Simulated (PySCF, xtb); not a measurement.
C2H4O3, SMILES COC(=O)O. The values are those of a single conformer.

Harmonic wavenumbers (cm⁻¹) from GFN2-xTB in xtb at its own minimum, in rising order: 52, 177, 259, 483, 521, 635, 727, 918, 1089, 1124, 1127, 1165, 1268, 1388, 1439, 1460, 1817, 2981, 2991, 3049, 3486.

Task: What does PBE-D3(BJ)/def2-SVP (PySCF 2.14.0) give at its own minimum? (Estimate from the structure and the level; the computed values follow.)

Result: 94, 175, 287, 519, 549, 655, 766, 899, 1095, 1133, 1169, 1182, 1365, 1403, 1419, 1438, 1818, 2975, 3063, 3110, 3696. Paired by order, the mean absolute difference is 38 cm⁻¹ and the zero-point energies are 40.3 and 41.2 kcal/mol.
